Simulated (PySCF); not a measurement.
## Cost of excited-state runs on 4-methylbenzotrifluoride, C$_{8}$H$_{7}$F$_{3}$

Mapped SMILES: `[CH3:1][c:2]1[cH:3][cH:4][c:5]([C:6]([F:7])([F:8])[F:9])[cH:10][cH:11]1` (H(Xn): hydrogen on atom n).

PySCF with density fitting, on 1 thread of an Arm Neoverse V1, shared host. Command: `OMP_NUM_THREADS=1 python excited_run.py task.json out`

**Question.** How long does each of these runs take, and how much memory?
- first hyperpolarisability, CAM-B3LYP/aug-cc-pVDZ; usual settings
- excited states, CAM-B3LYP/aug-cc-pVDZ; Tamm-Dancoff; spin-orbit couplings; 6 states; 5 triplets; quadratic response for 4 states
- excited states, CAM-B3LYP/aug-cc-pVDZ; two-photon moments; 8 states; quadratic response for 6 states; 0 triplets

**Answer.** 
```csv
run,level,basis functions,wall time,peak memory (GiB)
first hyperpolarisability,CAM-B3LYP/aug-cc-pVDZ,316,2.3 min,1.4
excited states,CAM-B3LYP/aug-cc-pVDZ,316,2.3 min,1.4
excited states,CAM-B3LYP/aug-cc-pVDZ,316,3.1 min,1.4
```
Times from a shared host are rough.
